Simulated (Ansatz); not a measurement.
This geometry of FGaH₃O (6 atoms, charge 0, multiplicity 2) is a first-order saddle point.

The calculation used UKS PBE/def2-SVP (Ansatz 0.2.0).

```xyz
6
Properties=species:S:1:pos:R:3
Ga -0.145 -0.205 0.096
H 0.004 -0.988 1.717
O 1.366 -0.053 -0.868
H 2.171 -0.171 -0.330
H -1.545 0.181 -0.490
F 0.190 0.284 2.006
```

Which two structures does it join? (They come from a converged band through this point; their orientation in space is the band's.)

Bonds broken: Ga1–H2, Ga1–F6. Bonds formed: H2–F6. FGaH3O becomes FH + GaH2O.

First end point:

```xyz
6
Properties=species:S:1:pos:R:3
Ga 0.007 -0.179 0.551
H -0.578 -1.647 0.985
O 1.348 -0.365 -0.683
H 2.154 0.135 -0.439
H -1.400 0.233 -0.183
F 0.508 0.872 1.899
```

Last end point:

```xyz
6
Properties=species:S:1:pos:R:3
Ga -0.103 -0.408 -0.263
H -0.158 -1.046 2.246
O 1.470 0.334 -0.800
H 2.240 -0.253 -0.685
H -1.379 0.536 -0.535
F -0.029 -0.114 2.168
```

How far does it lie above each of them?

0.44 eV above the first and 0.51 eV above the second. This is the barrier of this one path; another mechanism may lie lower.

Run time: 2.8 min on 2 threads of Intel(R) Xeon(R) Platinum 8259CL CPU @ 2.50GHz (Skylake/Cascade Lake), on a shared host, peak memory 0.2 GiB.
